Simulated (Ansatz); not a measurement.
**Abstraction of Cl: C2H5ClSi2 + C2H5Si → C2H5Si2 + C2H5ClSi**

Gas-phase species: C2H5ClSi2 `[SiH3]C#C[SiH2]Cl`, singlet; C2H5Si `C=C[SiH2]`, doublet; C2H5Si2 `[SiH2]C#C[SiH3]`, doublet; C2H5ClSi `C=C[SiH2]Cl`, singlet. A radical takes Cl: the energy is the difference in strength between two Si–Cl bonds in different surroundings.

Shapes, held fixed at every level: PBE0-D4/def2-TZVP. Flexible molecules stand in one conformer, not always the lowest. Programs: Ansatz 0.2.0. Electronic energies: no zero-point or thermal term.

```json
{"level": "HF/def2-TZVPP", "kind": "Hartree–Fock", "ΔE (kJ/mol)": "-3.6", "CPU time (sum over the molecules)": "–"}
{"level": "r2SCAN-D4/def2-TZVPP", "kind": "meta-GGA", "ΔE (kJ/mol)": "-5.1", "CPU time (sum over the molecules)": "65 s"}
{"level": "B3LYP-D4/def2-TZVPP", "kind": "global hybrid", "ΔE (kJ/mol)": "-5.6", "CPU time (sum over the molecules)": "58 s"}
{"level": "BHLYP-D4/def2-TZVPP", "kind": "global hybrid", "ΔE (kJ/mol)": "-5.7", "CPU time (sum over the molecules)": "48 s"}
{"level": "r2SCAN0-D4/def2-TZVPP", "kind": "global hybrid", "ΔE (kJ/mol)": "-5.1", "CPU time (sum over the molecules)": "74 s"}
{"level": "wB97M-V/def2-TZVPP", "kind": "range-separated hybrid", "ΔE (kJ/mol)": "-6.1", "CPU time (sum over the molecules)": "2.4 min"}
{"level": "B2PLYP/def2-TZVPP", "kind": "double hybrid", "ΔE (kJ/mol)": "-5.4", "CPU time (sum over the molecules)": "71 s"}
```

B2PLYP/def2-TZVPP gives ΔE = -5.4 kJ/mol; the levels span -6.1 to -3.6. The median of the levels is -5.4. No measured value is set beside it here. Spin contamination: C2H5Si (⟨S²⟩ up to 0.90), C2H5Si2 (⟨S²⟩ up to 0.88). Open shells run unrestricted. Times are processor times on shared x86 and Arm servers, and rough.
